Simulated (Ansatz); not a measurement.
C₄H₈Br₂ (`CC(C)(Br)CBr`), relaxed with RKS PBE0-D4/def2-TZVP in Ansatz 0.2.0 from a PBE-D4/def2-SVP geometry. The force threshold is 0.005 eV/Å; the program also tests the step.

Charge 0, multiplicity 1.

Start:

```xyz
14

C    -0.449   -0.083    1.408
C    -0.247   -0.217   -0.097
C    -0.568    1.068   -0.853
Br   -1.536   -1.635   -0.751
C     1.107   -0.818   -0.475
Br    2.618    0.350    0.042
H     0.268    0.667    1.803
H    -1.477    0.256    1.638
H    -0.269   -1.044    1.928
H    -0.476    0.928   -1.948
H    -1.596    1.410   -0.626
H     0.146    1.858   -0.541
H     1.197   -0.959   -1.567
H     1.282   -1.779    0.041
```

Problem. By how much does the energy fall, and how many steps does the optimiser take? (Estimate.)

Solution. Computed: 0.06 eV, in 4 steps.

Problem. Which bonds change most? (An estimate is asked.)

Solution. Ansatz gave: C2–Br4 from 2.024 to 1.992 Å; C5–Br6 from 1.979 to 1.956 Å; C5–H13 from 1.105 to 1.087 Å; C5–H14 from 1.105 to 1.087 Å.

Problem. Give the relaxed structure. (Best estimate.)

Solution. Computed: 
```xyz
14

C    -0.442   -0.082    1.395
C    -0.248   -0.220   -0.099
C    -0.560    1.058   -0.845
Br   -1.524   -1.609   -0.739
C     1.095   -0.815   -0.473
Br    2.587    0.342    0.038
H     0.256    0.666    1.779
H    -1.458    0.243    1.620
H    -0.256   -1.026    1.909
H    -0.459    0.925   -1.922
H    -1.577    1.388   -0.629
H     0.135    1.839   -0.524
H     1.185   -0.951   -1.547
H     1.268   -1.759    0.038
```
